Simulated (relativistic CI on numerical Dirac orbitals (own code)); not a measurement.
# Radial parameters of Gd XXXVIII

Calculated at this level of theory: Dirac-Coulomb-Breit CI, separate exchange-only KLI orbitals for each configuration, model QED (radiative potential, 1s self-energy scaled to tabulated hydrogen-like ionisation energies), unscaled Slater integrals (own radial code, finite nucleus).

Slater integrals F^k, G^k are unscaled and averaged over j, outside the closed core [Ne]; ζ comes from projecting the Hamiltonian with its Breit term on Σ l·s of the shell.

- 3s2 3p6 3d9: ζ(3d) = 104520 cm⁻¹; <r>(3d) = 0.212, <r^2>(3d) = 0.05239 (bohr units).
- 3s2 3p5 3d10: ζ(3p) = 810590 cm⁻¹; <r>(3p) = 0.235, <r^2>(3p) = 0.06393 (bohr units).
- 3s2 3p6 3d8 4s: F^2(3d,3d) = 482620, F^4(3d,3d) = 310930, ζ(3d) = 106380, G^2(3d,4s) = 49295 cm⁻¹; <r>(3d) = 0.2105, <r^2>(3d) = 0.05159, <r>(4s) = 0.4715, <r^2>(4s) = 0.2499 (bohr units).

Question: Give the Racah parameters of the d shell in 3s2 3p6 3d8 4s.

Answer: B = F²/49 − 5F⁴/441 = 6324 cm⁻¹ and C = 35F⁴/441 = 24677 cm⁻¹.

Averages of the first 10 configurations, taken without configuration mixing, which lowers the lowest level and can move excited configurations by several eV; other configurations of the list can lie among them:

```csv
Configuration,Parity,States,Average energy above the lowest level (eV)
3s2 3p6 3d9,even,10,13.1
3s2 3p5 3d10,odd,6,396.2
3s 3p6 3d10,even,2,684.9
3s2 3p6 3d8 4s,even,90,1098.5
3s2 3p6 3d8 4p,odd,270,1205.3
3s2 3p6 3d8 4d,even,450,1343.4
3s2 3p4 3d10 4s,even,30,1856.4
3s2 3p4 3d10 4p,odd,90,1963.6
3s2 3p5 3d9 4s,odd,120,1474.1
3s2 3p6 3d8 4f,odd,630,1469.7
```
